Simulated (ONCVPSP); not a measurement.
# What the settings do to the ONCV potential of Ag

Base potential:

- Element: silver
- Generator: ONCVPSP 4.0.1
- Type: optimised norm-conserving Vanderbilt (ONCV)
- Functional: LDA (Perdew-Wang 92)
- Relativity: scalar-relativistic
- Frozen core: [Ar] 3d10 4s2
- Valence charge: 17
- Reference configuration: 4p6 4d10 5s1
- Partial waves: 5s: rc 2.20 bohr, ncon 3, nbas 6, qcut 2.7 1/bohr, 2 projectors, debl 0.9 Ha; 4p: rc 1.55 bohr, ncon 5, nbas 7, qcut 10.9 1/bohr, 1 projector; 4d: rc 1.50 bohr, ncon 4, nbas 8, qcut 12.5 1/bohr, 3 projectors, debl 3 Ha; f scattering state at 0.04 Ha: rc 2.25 bohr, ncon 5, nbas 10, qcut 4.9 1/bohr, 2 projectors, debl 1.9 Ha
- Local potential: polynomial inside 1.40 bohr (lpopt 3, dvloc0 0 Ha)
- Core correction: polynomial model core, fcfact 0.6

Cutoffs, loose and tight: the cutoffs (Ha) at which the residual kinetic energy of the hardest occupied pseudo-wave falls to 1 and 0.1 mHa per electron. They do not see the model core or the augmentation charge, which bear on the density cutoff. Test errors are all-electron minus pseudo excitation energies from the reference, over the configurations 4p6 4d10 5s0; 4p6 4d9 5s0; 4p6 4d8 5s0; 4p5 4d10 5s1. A dash means not determined; rows that change the core or the reference have their own tests.

A true bound ghost makes a file unfit for plane-wave use even where its test errors are small: the radial tests pick states by their node count and pass the ghost by.

```tsv
change	outcome	cutoff, loose	cutoff, tight	bound ghosts	GHOST(+) flags above zero	largest test error (meV)
base	generated	38 Ha	46 Ha	s	none	-86
core correction polynomial model core, fcfact 0.8	generated	38 Ha	46 Ha	s	none	-86
f: nproj 3	generated	38 Ha	46 Ha	s	f	-86
```

Question: What comes out with this change to the base: p: qcut 13.8?

Answer: outcome: generated; cutoff, loose: 45 Ha; cutoff, tight: 54 Ha; bound ghosts: s; GHOST(+) flags above zero: none; largest test error (meV): -74.
